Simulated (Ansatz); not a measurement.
Relaxation of ClH₇O₂W (11 atoms, charge 0, multiplicity 1), to a largest force component of 0.03 eV/Å in at most 50 steps.

Theory: RKS PBE-D4/def2-SVP in Ansatz.

```xyz
11
Properties=species:S:1:pos:R:3
W 0.339 0.253 -0.380
Cl 0.095 0.145 3.198
O 2.090 -0.566 -0.070
H 2.105 -1.532 0.060
H -0.730 1.311 0.436
H -1.272 -0.160 -0.005
H -0.025 -1.346 0.099
H 0.329 0.538 -2.087
O 1.368 1.638 0.523
H 2.290 1.273 0.545
H 0.622 1.191 2.548
```

**Question.** Where does it end, and by what steps?

**Answer.** The forces met the threshold. After 5 steps the energy has fallen by 0.082 eV; H11 moved furthest, 0.37 Å.

```
step  energy less start (eV)  largest force component (eV/Å)  accepted
   0                  0.0000                           0.673       yes
   1                 -0.0591                           0.230       yes
   2                 -0.0676                           0.460       yes
   3                 -0.0792                           0.175       yes
   4                 -0.0816                           0.046       yes
   5                 -0.0824                           0.017       yes
```

```xyz
11
Properties=species:S:1:pos:R:3
W 0.319 0.251 -0.318
Cl 0.198 0.204 2.975
O 2.065 -0.561 0.011
H 2.112 -1.530 0.104
H -0.778 1.267 0.502
H -1.313 -0.162 -0.048
H -0.051 -1.357 0.098
H 0.324 0.568 -2.017
O 1.331 1.643 0.659
H 2.248 1.268 0.692
H 0.755 1.154 2.210
```

Whether the end is a true minimum wasn't checked by a vibrational analysis.

Run time: 19 s on 2 threads of Arm Neoverse V1, with other jobs on the host, peak memory 0.15 GiB.
